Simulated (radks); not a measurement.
Fractional charge and spin in the 5p shell of ytterbium: the spin-up occupation runs from 2 to 3 and the spin-down occupation from 2 to 3; the fullest corner is Yb, [Kr] 4d10 4f14 5s2 6s2 5p(up 3, down 3). All-electron calculation, scalar-relativistic Kohn-Sham, PBE, spin-polarised, spherical densities, finite nucleus; Fermi nuclear charge, rms radius of each element as measured or else 0.836 A^(1/3) + 0.57 fm. Program: a radial shooting solver on a logarithmic mesh with Libxc functionals. Energy (eV) above the fullest corner. The planes named below are the two flat planes that join the four corners, with an edge along up + down = one added electron.

down \ up,2,2.5,3
2,78.291,53.963,32.771
2.5,53.963,32.994,14.999
3,32.771,14.999,0.000

Corners above the fullest one (they belong to Yb+ and the next ion): (up 3, down 2) 32.771 eV, (up 2, down 3) 32.771 eV, (up 2, down 2) 78.291 eV. With half an added electron in each spin the energy lies 0.223 eV from the planes, and with half an added electron in spin up alone -1.568 eV. The planes are only a guide here: the flat-plane condition holds for ground states with one frontier orbital, while this shell lies below other occupied shells, so the corners above the fullest one are inner-hole states and not the ground states of those ions.
